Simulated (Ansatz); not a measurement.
Job for Ansatz (an electronic-structure program): R-RI-MP2/cc-pVQZ on C3H7B (SMILES BCC=C), a point of a torsion scan. Files ending in .json are basis or fitting sets from the Basis Set Exchange.

Ansatz 0.2 input:
```yaml
crystal:
  periodic: [false, false, false]
  atoms:
    - {symbol: B, position_ang: [-1.48038916, 0.90213210, 0.65512133]}
    - {symbol: C, position_ang: [-0.67300217, 0.05185400, -0.38444951]}
    - {symbol: C, position_ang: [0.51223144, -0.71430160, 0.11514920]}
    - {symbol: C, position_ang: [0.93646512, -1.85189659, -0.40376330]}
    - {symbol: H, position_ang: [-1.02440400, 1.17093289, 1.69744981]}
    - {symbol: H, position_ang: [-2.53511883, 1.31288297, 0.36048066]}
    - {symbol: H, position_ang: [-0.29215099, 0.82163630, -1.07531300]}
    - {symbol: H, position_ang: [-1.29493593, -0.59460313, -1.00778213]}
    - {symbol: H, position_ang: [1.05445941, -0.25794890, 0.93281857]}
    - {symbol: H, position_ang: [0.42215853, -2.32991149, -1.22252178]}
    - {symbol: H, position_ang: [1.80160120, -2.36806162, -0.02312627]}
basis:
  gaussian:
    orbitals: cc-pVQZ
    fitting: {mean_field: def2-universal-JKFIT, correlation: cc-pVQZ-RIFIT.json}
magnetization: {spin_polarized: false}
correlation: {method: mp2, electrons: outside_noble_gas}
scf: {lower_state_search: off}
```

Task: Give the final energy of this run.

Result: -143.0148 hartree.

Task: How many basis functions does it have, and what does it roughly cost on one machine?

Result: 430 functions; very roughly 6 core-seconds.
